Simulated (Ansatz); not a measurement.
KF₂⁻ (the lowest singlet isomer of a short search). Total charge -1; singlet. Geometry PBE-D4/def2-TZVPD, basis def2-TZVPD, Ansatz.

Cartesian coordinates in Å:
```
K 0.001 -0.004 0.000
F -2.147 -0.942 0.522
F 2.146 0.946 -0.522
```

| run | HOMO (eV) | LUMO (eV) |
| --- | --- | --- |
| A | -2.39 | 2.87 |
| B | -5.01 | 3.07 |
| C | -2.63 | 3.09 |
| D | -7.32 | 3.44 |
| E | -0.63 | 2.52 |
| F | -0.87 | 2.93 |

The structure comes from a short search, and lower isomers may exist.

Q: The runs used HF, PBE, PBE0, r2SCAN, r2SCAN0, ωB97M-V. Estimate which is which.

A: A PBE0 (25 % exact exchange); B ωB97M-V (range-separated); C r2SCAN0 (25 % exact exchange); D HF (100 % exact exchange); E PBE (0 % exact exchange); F r2SCAN (0 % exact exchange). Exact exchange lowers occupied and raises empty levels; among semilocal functionals meta-GGAs tend to open the gap a little, and such runs are hard to tell apart. The gap grows from 3.15 eV (PBE) to 10.76 eV (HF).
